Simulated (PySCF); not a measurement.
**P⁺ (phosphorus, charge +1) across methods**

[Ne] 3s2 3p2, high-spin 3P determinant. Computed with PySCF 2.14 in x2c-QZVPPall, with the spin-free X2C one-electron Hamiltonian (Gaussian nucleus).

```json
{"method": "UHF", "E (hartree)": "-341.17342", "mean ε 3s α (eV)": "-31.054", "mean ε 3s β (eV)": "-25.511", "mean ε 3p α (eV)": "-19.722", "Σ⟨r²⟩ (bohr²)": "20.79", "⟨S²⟩": "2.013"}
{"method": "PBE0", "E (hartree)": "-341.5837", "mean ε 3s α (eV)": "-25.946", "mean ε 3s β (eV)": "-23.168", "mean ε 3p α (eV)": "-16.320", "Σ⟨r²⟩ (bohr²)": "20.56", "⟨S²⟩": "2.005"}
{"method": "r2SCAN0", "E (hartree)": "-341.6799", "mean ε 3s α (eV)": "-26.361", "mean ε 3s β (eV)": "-23.193", "mean ε 3p α (eV)": "-16.612", "Σ⟨r²⟩ (bohr²)": "20.55", "⟨S²⟩": "2.009"}
{"method": "CAM-B3LYP", "E (hartree)": "-341.7275", "mean ε 3s α (eV)": "-27.471", "mean ε 3s β (eV)": "-24.782", "mean ε 3p α (eV)": "-17.581", "Σ⟨r²⟩ (bohr²)": "20.62", "⟨S²⟩": "2.004"}
{"method": "TPSS", "E (hartree)": "-341.7330", "mean ε 3s α (eV)": "-24.345", "mean ε 3s β (eV)": "-21.905", "mean ε 3p α (eV)": "-15.171", "Σ⟨r²⟩ (bohr²)": "20.52", "⟨S²⟩": "2.005"}
{"method": "LDA", "E (hartree)": "-340.4300", "mean ε 3s α (eV)": "-24.005", "mean ε 3s β (eV)": "-22.128", "mean ε 3p α (eV)": "-14.907", "Σ⟨r²⟩ (bohr²)": "20.62", "⟨S²⟩": "2.002"}
{"method": "wB97X", "E (hartree)": "-341.7098", "mean ε 3s α (eV)": "-28.706", "mean ε 3s β (eV)": "-25.742", "mean ε 3p α (eV)": "-18.660", "Σ⟨r²⟩ (bohr²)": "20.46", "⟨S²⟩": "2.004"}
{"method": "r2SCAN", "E (hartree)": "-341.6821", "mean ε 3s α (eV)": "-24.629", "mean ε 3s β (eV)": "-22.024", "mean ε 3p α (eV)": "-15.402", "Σ⟨r²⟩ (bohr²)": "20.55", "⟨S²⟩": "2.008"}
{"method": "PBE", "E (hartree)": "-341.5570", "mean ε 3s α (eV)": "-23.991", "mean ε 3s β (eV)": "-21.937", "mean ε 3p α (eV)": "-14.972", "Σ⟨r²⟩ (bohr²)": "20.59", "⟨S²⟩": "2.004"}
```
